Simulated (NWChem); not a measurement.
System: C4H7F; SMILES C/C=C(\C)F

```xyz
12

C      0.0232     2.0594     0.0000
C      0.6768     0.7183     0.0000
C      0.0714    -0.4708     0.0000
C     -1.3745    -0.8109     0.0000
F      0.8358    -1.5786     0.0000
H      0.3240     2.6472     0.8834
H     -1.0741     1.9994     0.0000
H      0.3240     2.6472    -0.8834
H      1.7717     0.6887     0.0000
H     -1.6211    -1.4178     0.8861
H     -1.6211    -1.4178    -0.8861
H     -2.0080     0.0838     0.0000
```
Atoms are numbered in this order, from 1.

All runs: NWChem. Medium grid unless said otherwise, to which SCAN and Minnesota functionals are sensitive. All runs use the structure optimised with PBE0/def2-SVP. Total energies of different functionals are on different scales.

```tsv
level	energy (Ha)	highest occupied level (eV)	orbital gap (eV)	dipole (D)
PBE/def2-TZVP	-256.2524	-5.60	5.33	1.57
B3LYP/def2-TZVP	-256.5739	-6.60	7.09	1.70
Hartree-Fock/def2-TZVP	-255.0663	___	___	___
PBE0/def2-TZVP	-256.2746	-6.80	7.55	1.69
M06-2X/def2-TZVP	-256.4508	-8.06	9.72	1.77
CAM-B3LYP/def2-TZVP	-256.4510	-8.15	10.04	1.75
```

**Question.** Some entries are withheld; supply them.

**Answer.** 
- Hartree-Fock/def2-TZVP, highest occupied level (eV): -9.43
- Hartree-Fock/def2-TZVP, orbital gap (eV): 13.22
- Hartree-Fock/def2-TZVP, dipole (D): 1.90
